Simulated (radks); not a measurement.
The numbers below are computed, except where a source is named.
Task: Ti V, configuration [Ar]. Level of theory: Dirac Kohn-Sham, BLYP, spin-unpolarised, spherical densities, point nucleus (a radial shooting solver on a logarithmic mesh with Libxc functionals). Some entries of the table are withheld. Estimate them.

orbital  occ.  eigenvalue (hartree)  <r^2> (bohr^2)
1s1/2       2             -180.9600        0.006513
2s1/2       2             -21.77293          0.1248
2p1/2       2                   (1)          0.1025
2p3/2       4                   (2)          0.1043
3s1/2       2                   (3)           1.091
3p1/2       2              -3.29770           1.220
3p3/2       4              -3.27053           1.236
3d3/2       0                   (4)           1.617
3d5/2       0                   (5)           1.622
4s1/2       0              -1.39600           6.415

Result: 
(1) 2p1/2 eigenvalue (hartree): -18.51190
(2) 2p3/2 eigenvalue (hartree): -18.29971
(3) 3s1/2 eigenvalue (hartree): -4.17747
(4) 3d3/2 eigenvalue (hartree): -1.92158
(5) 3d5/2 eigenvalue (hartree): -1.91881
